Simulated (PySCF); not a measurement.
CH4S2Zn. Atoms are numbered in the order given.

```xyz
8

Zn    -0.1758     0.2036     0.2588
S     -1.6661     1.7833     0.4114
H     -2.6895     0.8991     0.4451
S      1.3189    -1.3656     0.1075
C      1.4833    -1.5035    -1.7097
H      0.5437    -1.8078    -2.1914
H      2.2303    -2.2878    -1.8960
H      1.8466    -0.5725    -2.1666
```
Charge 0, spin multiplicity 1.

Coordinates come from a PBE0-D3(BJ)/def2-SVP optimisation. The structure was generated by enumeration; whether it is a known compound was not checked. Other conformers were not sampled.

The numbers are results of PySCF with PBE0/pcSseg-1, not measurements.

GIAO shieldings, no solvent; atoms alike by connectivity are averaged. δ = σ(ref) − σ: ³³S against H2S (σ = 716.7 ppm); ¹H against TMS (σ = 31.56 ppm); ¹³C against TMS (σ = 186.3 ppm), references at their B3LYP-D3(BJ)/def2-TZVP geometries, non-relativistic.

```tsv
atoms	nucleus	count	δ (ppm)
S4	³³S	1	30.5
S2	³³S	1	?
H6, H7, H8	¹H	3	?
H3	¹H	1	0.10
C5	¹³C	1	12.4
```

### Question
What belongs in the gaps? (Estimate from the structure and the level; the computed values follow.)

### Answer

- H6, H7, H8, δ (ppm): 2.30
- S2, δ (ppm): -68.3
